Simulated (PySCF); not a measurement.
# InF and its ions

r²SCAN; basis In def2-SVP with ECP28, F def2-SVP; scalar-relativistic core potentials; PySCF 2.14. Neutral (UKS): singlet (closed shell), Re = 1.996 Å, ωe = 565 cm⁻¹, De = 5.44 eV, HOMO -6.56 eV, LUMO -1.92 eV.

InF⁺ (UKS): doublet (σ ↑), Re = 1.947 Å, ωe = 561 cm⁻¹, De = 1.29 eV to In⁺ + F. The energies at the minima are -289.97502 hartree for InF and -289.61355 for InF⁺.

(1) Work out the adiabatic ionisation energy, without and with harmonic zero-point energies (1 hartree = 27.2114 eV, 1 eV = 8065.5 cm⁻¹), and the change of the bond length.

Spin–orbit coupling is left out, which matters for elements this heavy, above all for dissociation energies. For an ion De counts to the pair picked by the measured ionisation energies or electron affinities, which need not be the lowest pair at this level. States were picked by a PBE0 search and need not be the measured ground states.

## Answers

(1) At r²SCAN: 0.36147 hartree = 9.836 eV between the minima; the zero-point term (561.0 − 565.0)/2 cm⁻¹ = -0.000 eV makes it 9.836 eV. Re changes by -4.9 pm against the neutral. Minus the HOMO energy is 6.56 eV, -3.28 eV from the value between the minima; self-interaction puts the Kohn–Sham level too high, less so with exact exchange. The electron leaves a σ orbital, and the shorter bond of the ion fits an antibonding orbital, or a change in how ionic the bond is.
